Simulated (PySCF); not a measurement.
Ge(F)2(Br)(Me) (CH₃BrF₂Ge), SMILES [CH3][Ge]([F])([F])[Br]. Geometry optimised at PBE-D3(BJ)/def2-SVP.

Problem. Give the equilibrium geometry at PBE-D3(BJ)/def2-SVP (PySCF confirms it by a frequency run) as Cartesian coordinates in Å, and its point group. (Estimate from the structure and the level; the computed values follow.)

Solution. point group Cs.
```xyz
8

C     -1.6931     1.5514     0.0000
Ge     0.0313     0.6719     0.0000
F      0.9855     1.1635     1.3775
F      0.9855     1.1635    -1.3775
Br    -0.0727    -1.6256     0.0000
H     -2.2524     1.2484     0.9047
H     -2.2524     1.2484    -0.9047
H     -1.5354     2.6467     0.0000
```
